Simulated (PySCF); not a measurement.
BiF2HO. Atoms are numbered in the order given.

```xyz
5

Bi     0.0119     0.2711     0.0000
F      0.8506    -0.8541     1.4707
F      0.8506    -0.8541    -1.4707
O     -1.8229    -0.6844     0.0000
H     -1.7139    -1.6494     0.0000
```

The structure is a stationary point at r2SCAN-D4/def2-SVP. The def2 effective core potentials stand for the cores of Bi; spin–orbit coupling is left out. Other conformers were not sampled.

Method: ωB97X/def2-TZVPD run with PySCF.

Mulliken values depend strongly on the basis, most of all with diffuse functions as here. ESP charges are fitted to the potential on shells at 1.4 to 2.0 van der Waals radii. Atomic charges (e):

| atom | ESP fit | Mulliken |
|---|---|---|
| Bi1 | ___ | 1.61 |
| F2 | ___ | -0.59 |
| F3 | ___ | -0.59 |
| O4 | ___ | -0.75 |
| H5 | ___ | 0.32 |

Task: What belongs in the gaps? (Estimate from the structure and the level; the computed values follow.)

Result: 
- Bi1, ESP fit: 1.07
- F2, ESP fit: -0.40
- F3, ESP fit: -0.40
- O4, ESP fit: -0.68
- H5, ESP fit: 0.41
